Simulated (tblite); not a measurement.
Record of a relaxation.

Species: C2H8AsOSi (doublet state).
Numbering: `[CH3:1][CH2:2][As:3][SiH2:4][OH:5]` (hydrogens: H6, H7, H8 on C1; H9, H10 on C2; H11, H12 on Si4; H13 on O5)

Computed with GFN2-xTB (tblite), gas phase: L-BFGS steps from a force-field or distance-geometry start until the largest atomic force falls under 0.01 eV/Å. 13 of its 125 geometries are shown.

Step 0: E = -449.2658 eV, largest atomic force 1.750 eV/Å
```
atom  x, y, z in Å  |  force x, y, z in eV/Å
C1     -2.371    0.129    0.286   -1.445   0.132  -0.978
C2     -1.139   -0.714    0.325    0.785  -1.128   0.870
As3     0.273    0.376    1.167    0.553   0.438   1.060
Si4     2.100    0.718   -0.194    0.588  -1.004   0.520
O5      3.365   -0.253    0.437   -0.847   0.201  -1.267
H6     -2.990   -0.230   -0.575    0.131   0.527   0.663
H7     -2.124    1.195    0.133   -0.333  -0.437   0.023
H8     -2.974    0.010    1.203    0.336   0.257  -0.406
H9     -1.331   -1.563    1.036    0.241   0.368  -0.751
H10    -0.844   -1.137   -0.634   -0.151   0.064  -0.066
H11     2.501    2.123   -0.163    0.198  -0.076   0.040
H12     1.891    0.325   -1.577    0.088  -0.084  -0.366
H13     3.639   -0.978   -0.154   -0.143   0.742   0.658
```

Step 10: E = -449.6086 eV, largest atomic force 0.223 eV/Å
```
atom  x, y, z in Å  |  force x, y, z in eV/Å
C1     -2.399    0.124    0.256    0.113  -0.089   0.001
C2     -1.105   -0.690    0.379    0.058   0.028  -0.046
As3     0.309    0.346    1.358    0.207   0.079   0.026
Si4     2.014    0.655   -0.206    0.066   0.001  -0.009
O5      3.287   -0.209    0.365   -0.017  -0.108   0.090
H6     -3.028   -0.233   -0.559    0.027  -0.100   0.033
H7     -2.176    1.176    0.059   -0.048  -0.105   0.030
H8     -2.969    0.051    1.182    0.044   0.139  -0.053
H9     -1.281   -1.597    0.965   -0.155   0.009  -0.071
H10    -0.752   -1.021   -0.598   -0.009   0.125  -0.067
H11     2.550    2.023   -0.159   -0.126   0.001  -0.036
H12     1.862    0.302   -1.633   -0.165  -0.019   0.143
H13     3.683   -0.926   -0.118    0.006   0.039  -0.041
```

Step 21: E = -449.7394 eV, largest atomic force 0.374 eV/Å
```
atom  x, y, z in Å  |  force x, y, z in eV/Å
C1     -2.355    0.144    0.245   -0.004  -0.102  -0.031
C2     -1.039   -0.605    0.374    0.250  -0.133  -0.020
As3     0.353    0.273    1.537    0.014   0.055  -0.194
Si4     1.969    0.598   -0.111   -0.329   0.177   0.007
O5      3.164   -0.385    0.402    0.016  -0.123   0.134
H6     -2.974   -0.393   -0.469   -0.199   0.079  -0.052
H7     -2.206    1.160   -0.122    0.008  -0.038   0.076
H8     -2.880    0.172    1.197    0.007   0.132   0.044
H9     -1.245   -1.601    0.776   -0.013   0.034   0.111
H10    -0.632   -0.765   -0.622    0.091   0.036  -0.123
H11     2.456    1.990   -0.255    0.026  -0.205   0.050
H12     1.585    0.200   -1.482    0.002  -0.025   0.099
H13     3.800   -0.786   -0.180    0.131   0.111  -0.101
```

Step 31: E = -449.7914 eV, largest atomic force 0.122 eV/Å
```
atom  x, y, z in Å  |  force x, y, z in eV/Å
C1     -2.345    0.136    0.235    0.028  -0.004   0.034
C2     -1.025   -0.618    0.337    0.096   0.006   0.072
As3     0.306    0.311    1.530   -0.004  -0.024  -0.108
Si4     1.932    0.563   -0.086   -0.053   0.000   0.110
O5      3.118   -0.457    0.398    0.030   0.012  -0.112
H6     -3.037   -0.373   -0.435   -0.001  -0.014  -0.017
H7     -2.178    1.143   -0.144   -0.016   0.018  -0.035
H8     -2.815    0.217    1.213   -0.007   0.014   0.034
H9     -1.204   -1.610    0.761   -0.064  -0.005  -0.044
H10    -0.599   -0.758   -0.659   -0.072  -0.019   0.027
H11     2.484    1.919   -0.232    0.034  -0.009  -0.001
H12     1.510    0.157   -1.435   -0.002   0.003  -0.056
H13     3.849   -0.629   -0.191    0.030   0.022   0.097
```

Step 41: E = -449.8027 eV, largest atomic force 0.114 eV/Å
```
atom  x, y, z in Å  |  force x, y, z in eV/Å
C1     -2.351    0.142    0.244    0.032  -0.018   0.006
C2     -1.042   -0.637    0.337    0.023   0.089   0.053
As3     0.305    0.298    1.504    0.015  -0.076  -0.083
Si4     1.935    0.556   -0.108    0.024  -0.053   0.056
O5      3.114   -0.477    0.368    0.008   0.018  -0.025
H6     -3.047   -0.376   -0.415   -0.063   0.046   0.018
H7     -2.177    1.143   -0.151   -0.005  -0.032  -0.026
H8     -2.809    0.244    1.228    0.007  -0.017  -0.032
H9     -1.250   -1.622    0.765    0.024   0.020  -0.019
H10    -0.639   -0.790   -0.666   -0.020  -0.025   0.047
H11     2.522    1.901   -0.219   -0.011   0.004  -0.009
H12     1.510    0.182   -1.468    0.018   0.013  -0.016
H13     3.924   -0.563   -0.128   -0.053   0.033   0.030
```

Step 52: E = -449.8075 eV, largest atomic force 0.078 eV/Å
```
atom  x, y, z in Å  |  force x, y, z in eV/Å
C1     -2.357    0.150    0.249    0.036  -0.015  -0.020
C2     -1.056   -0.644    0.333   -0.012   0.008   0.016
As3     0.323    0.249    1.492   -0.045  -0.029  -0.013
Si4     1.939    0.541   -0.118   -0.007   0.022  -0.043
O5      3.120   -0.484    0.364    0.074   0.011  -0.023
H6     -3.075   -0.365   -0.390   -0.017   0.015   0.047
H7     -2.178    1.138   -0.174    0.004  -0.010   0.027
H8     -2.796    0.273    1.239    0.019   0.010  -0.062
H9     -1.273   -1.623    0.770   -0.005  -0.002  -0.020
H10    -0.666   -0.816   -0.672   -0.010   0.011   0.037
H11     2.517    1.892   -0.213   -0.012   0.007   0.010
H12     1.540    0.196   -1.494    0.008  -0.016   0.020
H13     3.956   -0.506   -0.095   -0.031  -0.010   0.024
```

Step 62: E = -449.8146 eV, largest atomic force 0.066 eV/Å
```
atom  x, y, z in Å  |  force x, y, z in eV/Å
C1     -2.349    0.178    0.254    0.040  -0.008  -0.002
C2     -1.087   -0.679    0.314    0.004  -0.016   0.002
As3     0.337    0.116    1.485   -0.026  -0.031   0.015
Si4     1.937    0.515   -0.119   -0.005   0.002  -0.031
O5      3.176   -0.432    0.376    0.053   0.017   0.036
H6     -3.138   -0.338   -0.296    0.030   0.057  -0.002
H7     -2.142    1.126   -0.240   -0.022  -0.010   0.004
H8     -2.716    0.391    1.259    0.007  -0.014  -0.023
H9     -1.351   -1.657    0.726    0.003  -0.002   0.020
H10    -0.705   -0.847   -0.694   -0.028   0.006  -0.009
H11     2.409    1.910   -0.187    0.000  -0.025  -0.022
H12     1.613    0.134   -1.504   -0.046   0.018   0.003
H13     4.012   -0.415   -0.081   -0.007   0.007   0.009
```

Step 72: E = -449.8219 eV, largest atomic force 0.068 eV/Å
```
atom  x, y, z in Å  |  force x, y, z in eV/Å
C1     -2.324    0.215    0.260    0.010   0.001  -0.004
C2     -1.121   -0.724    0.288    0.017  -0.013   0.007
As3     0.359   -0.072    1.478    0.003  -0.023   0.023
Si4     1.929    0.469   -0.112   -0.006   0.017  -0.007
O5      3.250   -0.341    0.414   -0.050  -0.024   0.006
H6     -3.181   -0.271   -0.209    0.045   0.051   0.006
H7     -2.091    1.118   -0.304    0.009   0.003   0.034
H8     -2.606    0.510    1.271   -0.019  -0.032  -0.031
H9     -1.440   -1.693    0.682   -0.033   0.011   0.004
H10    -0.767   -0.891   -0.731    0.026  -0.013   0.001
H11     2.283    1.896   -0.199   -0.005   0.028  -0.014
H12     1.623    0.069   -1.494    0.002  -0.045  -0.022
H13     4.079   -0.286   -0.054    0.001   0.038  -0.005
```

Step 83: E = -449.8613 eV, largest atomic force 0.309 eV/Å
```
atom  x, y, z in Å  |  force x, y, z in eV/Å
C1     -2.177    0.322    0.273   -0.036  -0.090  -0.049
C2     -1.201   -0.860    0.268   -0.028   0.065  -0.025
As3     0.429   -0.581    1.411   -0.048   0.050  -0.015
Si4     1.842    0.379   -0.137    0.038   0.010   0.129
O5      3.283   -0.090    0.491    0.046   0.040  -0.131
H6     -3.123    0.038   -0.207    0.213   0.061   0.216
H7     -1.799    1.197   -0.259    0.180  -0.157   0.048
H8     -2.363    0.617    1.308   -0.166  -0.002  -0.119
H9     -1.736   -1.738    0.652    0.104   0.119   0.002
H10    -0.889   -1.099   -0.750   -0.055   0.041  -0.057
H11     1.927    1.850   -0.301   -0.129  -0.136  -0.008
H12     1.715   -0.178   -1.491   -0.004   0.031  -0.106
H13     4.088    0.145    0.032   -0.115  -0.033   0.114
```

Step 93: E = -449.9361 eV, largest atomic force 0.140 eV/Å
```
atom  x, y, z in Å  |  force x, y, z in eV/Å
C1     -1.971    0.392    0.298   -0.028   0.037   0.019
C2     -1.238   -0.942    0.271   -0.020  -0.044   0.016
As3     0.446   -0.919    1.347    0.026   0.013  -0.046
Si4     1.725    0.240   -0.169    0.105  -0.017   0.030
O5      3.200    0.133    0.537   -0.137  -0.030   0.006
H6     -2.881    0.344   -0.303    0.048   0.028   0.025
H7     -1.333    1.181   -0.096   -0.041   0.045   0.005
H8     -2.251    0.644    1.321    0.006   0.057  -0.029
H9     -1.904   -1.710    0.676    0.049  -0.027  -0.039
H10    -1.020   -1.205   -0.766    0.042  -0.068   0.020
H11     1.451    1.670   -0.417   -0.043  -0.019   0.015
H12     1.814   -0.350   -1.519   -0.028   0.004  -0.010
H13     3.957    0.522    0.111    0.021   0.022  -0.012
```

Step 103: E = -449.9411 eV, largest atomic force 0.024 eV/Å
```
atom  x, y, z in Å  |  force x, y, z in eV/Å
C1     -1.935    0.407    0.302   -0.003   0.004  -0.012
C2     -1.237   -0.949    0.273   -0.008   0.011  -0.010
As3     0.458   -0.983    1.329    0.001   0.005   0.011
Si4     1.710    0.209   -0.176    0.003   0.010  -0.002
O5      3.175    0.165    0.547   -0.002   0.000  -0.006
H6     -2.841    0.386   -0.305    0.005  -0.001   0.003
H7     -1.283    1.188   -0.085    0.003  -0.008  -0.006
H8     -2.219    0.671    1.321    0.021  -0.009   0.007
H9     -1.918   -1.706    0.671   -0.005  -0.006   0.014
H10    -1.021   -1.224   -0.762    0.004   0.000  -0.008
H11     1.359    1.621   -0.426   -0.003   0.002   0.007
H12     1.828   -0.372   -1.528   -0.008  -0.005  -0.011
H13     3.920    0.588    0.129   -0.007  -0.004   0.014
```

Step 114: E = -449.9420 eV, largest atomic force 0.036 eV/Å
```
atom  x, y, z in Å  |  force x, y, z in eV/Å
C1     -1.926    0.407    0.298   -0.016   0.008   0.022
C2     -1.240   -0.955    0.268    0.026   0.020   0.007
As3     0.459   -0.991    1.321   -0.027  -0.018   0.003
Si4     1.705    0.209   -0.181    0.024   0.008  -0.001
O5      3.169    0.157    0.546   -0.026   0.002   0.007
H6     -2.852    0.386   -0.275   -0.009  -0.004  -0.009
H7     -1.283    1.178   -0.120    0.026   0.000  -0.017
H8     -2.170    0.685    1.323    0.002   0.002  -0.003
H9     -1.925   -1.702    0.673   -0.005  -0.028   0.022
H10    -1.030   -1.237   -0.766    0.000   0.003  -0.018
H11     1.352    1.623   -0.416    0.008   0.001   0.001
H12     1.823   -0.363   -1.536   -0.005   0.006  -0.003
H13     3.914    0.603    0.155    0.002   0.001  -0.011
```

Step 124: E = -449.9426 eV, largest atomic force 0.009 eV/Å
```
atom  x, y, z in Å  |  force x, y, z in eV/Å
C1     -1.915    0.407    0.296   -0.001   0.000  -0.001
C2     -1.248   -0.964    0.268    0.001   0.000   0.001
As3     0.463   -1.021    1.297   -0.008  -0.001   0.003
Si4     1.702    0.213   -0.184    0.001   0.005   0.003
O5      3.159    0.160    0.555    0.000  -0.005   0.002
H6     -2.858    0.389   -0.250    0.002   0.001  -0.002
H7     -1.272    1.159   -0.158    0.002  -0.001  -0.001
H8     -2.124    0.709    1.322    0.002  -0.001  -0.001
H9     -1.935   -1.702    0.690   -0.004   0.001   0.002
H10    -1.059   -1.256   -0.768    0.005  -0.004   0.003
H11     1.349    1.631   -0.401   -0.005  -0.002   0.000
H12     1.831   -0.339   -1.547   -0.002   0.008  -0.003
H13     3.904    0.613    0.172    0.007   0.000  -0.006
```

Q: Summarise the path.

A: The energy falls by 65.30 kJ/mol from step 0 to step 124; nine tenths of that is first reached at step 86. It rises by more than 0.2 meV at step 79. The largest force goes from 1.750 to 0.009 eV/Å. Among the bonds Si4–O5 changes most, from 1.715 to 1.635 Å; the atoms move by 0.916 Å rms after alignment.

The cost below is that of the whole relaxation. The run took 0.72 s on an Arm Neoverse V1 with one thread, shared host.
